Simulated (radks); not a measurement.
Q: Spherical quantum dot in the effective-mass picture: electrons in a parabolic well V = omega^2 r^2 / 2 with omega = 0.877, all in effective atomic units (hartree* = m*/eps^2 hartree, bohr* = eps/m* bohr), one dielectric constant everywhere. Calculated with a radial shooting solver with Libxc functionals: non-relativistic Kohn-Sham, PBE, spin-polarised, spherical densities. Levels are named by radial order and angular momentum (1s, 1p, 1d, 2s, ...), and open shells are averaged over m. Results are scaled to m* = 0.138 and eps = 12.8, for which hartree* = 22.92 meV and bohr* = 4.908 nm. At N = 17 the configuration is 1s2 1p6 1d(up 5, down 4). Does electron 18 go into 2s down or 2s up or 1d down?

A: Into 1d down. The total energies of the other choices lie higher by 1.85 meV (2s up), 2.04 meV (2s down).
